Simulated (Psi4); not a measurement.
Relaxed torsion scan: SMILES [SiH2](N)[SiH2]N. Scanned: dihedral H5–N1–Si2–Si3; all other coordinates were relaxed at GFN2-xTB. Heavy atoms are numbered in the order of the SMILES N[SiH2][SiH2]N, hydrogens after them in the order of the atoms that carry them; the mirror image has the same energies with the sign of each dihedral reversed.

PBE/def2-TZVP // GFN2-xTB (Psi4); PBE-D3(BJ)/def2-TZVP // GFN2-xTB (Psi4); wB97X-D/def2-TZVP // GFN2-xTB (Psi4); MP2/cc-pVTZ = DF-MP2 (frozen core)/cc-pVTZ // GFN2-xTB in Psi4.

Energies relative to the lowest point of each profile, in kJ/mol; the last columns give the difference from MP2:

```json
[
 {"φ / °": "-150", "PBE/def2-TZVP": "3.2", "PBE-D3(BJ)/def2-TZVP": "3.1", "wB97X-D/def2-TZVP": "2.7", "MP2/cc-pVTZ": "3.7", "PBE/def2-TZVP − MP2/cc-pVTZ": "-0.6", "PBE-D3(BJ)/def2-TZVP − MP2/cc-pVTZ": "-0.6", "wB97X-D/def2-TZVP − MP2/cc-pVTZ": "-1.0"},
 {"φ / °": "-120", "PBE/def2-TZVP": "1.6", "PBE-D3(BJ)/def2-TZVP": "1.6", "wB97X-D/def2-TZVP": "1.3", "MP2/cc-pVTZ": "3.3", "PBE/def2-TZVP − MP2/cc-pVTZ": "-1.7", "PBE-D3(BJ)/def2-TZVP − MP2/cc-pVTZ": "-1.6", "wB97X-D/def2-TZVP − MP2/cc-pVTZ": "-1.9"},
 {"φ / °": "-90", "PBE/def2-TZVP": "3.9", "PBE-D3(BJ)/def2-TZVP": "4.1", "wB97X-D/def2-TZVP": "4.2", "MP2/cc-pVTZ": "4.7", "PBE/def2-TZVP − MP2/cc-pVTZ": "-0.8", "PBE-D3(BJ)/def2-TZVP − MP2/cc-pVTZ": "-0.7", "wB97X-D/def2-TZVP − MP2/cc-pVTZ": "-0.6"},
 {"φ / °": "-60", "PBE/def2-TZVP": "1.3", "PBE-D3(BJ)/def2-TZVP": "1.3", "wB97X-D/def2-TZVP": "1.2", "MP2/cc-pVTZ": "1.3", "PBE/def2-TZVP − MP2/cc-pVTZ": "0.0", "PBE-D3(BJ)/def2-TZVP − MP2/cc-pVTZ": "0.0", "wB97X-D/def2-TZVP − MP2/cc-pVTZ": "-0.1"},
 {"φ / °": "-30", "PBE/def2-TZVP": "2.4", "PBE-D3(BJ)/def2-TZVP": "2.4", "wB97X-D/def2-TZVP": "1.5", "MP2/cc-pVTZ": "2.4", "PBE/def2-TZVP − MP2/cc-pVTZ": "0.0", "PBE-D3(BJ)/def2-TZVP − MP2/cc-pVTZ": "-0.1", "wB97X-D/def2-TZVP − MP2/cc-pVTZ": "-0.9"},
 {"φ / °": "0", "PBE/def2-TZVP": "3.7", "PBE-D3(BJ)/def2-TZVP": "3.6", "wB97X-D/def2-TZVP": "1.7", "MP2/cc-pVTZ": "3.9", "PBE/def2-TZVP − MP2/cc-pVTZ": "-0.2", "PBE-D3(BJ)/def2-TZVP − MP2/cc-pVTZ": "-0.3", "wB97X-D/def2-TZVP − MP2/cc-pVTZ": "-2.2"},
 {"φ / °": "30", "PBE/def2-TZVP": "1.3", "PBE-D3(BJ)/def2-TZVP": "1.3", "wB97X-D/def2-TZVP": "0.4", "MP2/cc-pVTZ": "1.3", "PBE/def2-TZVP − MP2/cc-pVTZ": "0.0", "PBE-D3(BJ)/def2-TZVP − MP2/cc-pVTZ": "-0.1", "wB97X-D/def2-TZVP − MP2/cc-pVTZ": "-0.9"},
 {"φ / °": "60", "PBE/def2-TZVP": "0.0", "PBE-D3(BJ)/def2-TZVP": "0.0", "wB97X-D/def2-TZVP": "0.0", "MP2/cc-pVTZ": "0.0", "PBE/def2-TZVP − MP2/cc-pVTZ": "0.0", "PBE-D3(BJ)/def2-TZVP − MP2/cc-pVTZ": "0.0", "wB97X-D/def2-TZVP − MP2/cc-pVTZ": "0.0"},
 {"φ / °": "90", "PBE/def2-TZVP": "3.2", "PBE-D3(BJ)/def2-TZVP": "3.3", "wB97X-D/def2-TZVP": "3.5", "MP2/cc-pVTZ": "4.0", "PBE/def2-TZVP − MP2/cc-pVTZ": "-0.8", "PBE-D3(BJ)/def2-TZVP − MP2/cc-pVTZ": "-0.7", "wB97X-D/def2-TZVP − MP2/cc-pVTZ": "-0.5"},
 {"φ / °": "120", "PBE/def2-TZVP": "4.4", "PBE-D3(BJ)/def2-TZVP": "4.6", "wB97X-D/def2-TZVP": "3.9", "MP2/cc-pVTZ": "5.9", "PBE/def2-TZVP − MP2/cc-pVTZ": "-1.5", "PBE-D3(BJ)/def2-TZVP − MP2/cc-pVTZ": "-1.2", "wB97X-D/def2-TZVP − MP2/cc-pVTZ": "-2.0"},
 {"φ / °": "150", "PBE/def2-TZVP": "1.5", "PBE-D3(BJ)/def2-TZVP": "1.6", "wB97X-D/def2-TZVP": "1.1", "MP2/cc-pVTZ": "2.0", "PBE/def2-TZVP − MP2/cc-pVTZ": "-0.5", "PBE-D3(BJ)/def2-TZVP − MP2/cc-pVTZ": "-0.4", "wB97X-D/def2-TZVP − MP2/cc-pVTZ": "-0.9"},
 {"φ / °": "180", "PBE/def2-TZVP": "1.8", "PBE-D3(BJ)/def2-TZVP": "1.8", "wB97X-D/def2-TZVP": "1.4", "MP2/cc-pVTZ": "1.7", "PBE/def2-TZVP − MP2/cc-pVTZ": "0.1", "PBE-D3(BJ)/def2-TZVP − MP2/cc-pVTZ": "0.1", "wB97X-D/def2-TZVP − MP2/cc-pVTZ": "-0.3"}
]
```

PBE/def2-TZVP is furthest from MP2/cc-pVTZ at -120 (-1.7 kJ/mol, below); its mean absolute difference over the points is 0.5 kJ/mol.

PBE-D3(BJ)/def2-TZVP is furthest from MP2/cc-pVTZ at -120 (-1.6 kJ/mol, below); its mean absolute difference over the points is 0.5 kJ/mol.

wB97X-D/def2-TZVP is furthest from MP2/cc-pVTZ at 0 (-2.2 kJ/mol, below); its mean absolute difference over the points is 0.9 kJ/mol.
